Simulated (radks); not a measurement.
Values are calculated unless marked as measured or tabulated.
Problem. The zinc ion Zn2+, [Ar] 3d10. Code: a radial shooting solver on a logarithmic mesh with Libxc functionals. Model: non-relativistic Kohn-Sham, LDA (Slater exchange, Perdew-Wang correlation), spin-polarised, spherical densities, point nucleus. Every spin shell is full or empty, so the densities are truly spherical. Functionals are evaluated on that one density, not self-consistently. Rank these orbital-free kinetic functionals by their error against the exact value of the orbitals, and give that value: Thomas-Fermi, TF + vW/9, TF + vW/5, revAPBEK, Perdew 92, Pearson, LKT, PG1, DePristo-Kress, Ernzerhof.

Solution. Exact: 1773.69 hartree. From best to worst, with 100 (|E| - |E exact|)/|E exact| (equal figures are ties): revAPBEK +0.20, DePristo-Kress -0.21, Ernzerhof -0.50, Perdew 92 -0.87, TF + vW/9 -0.89, Pearson -1.31, TF + vW/5 +3.50, Thomas-Fermi -6.36, PG1 +18.46, LKT +23.31.
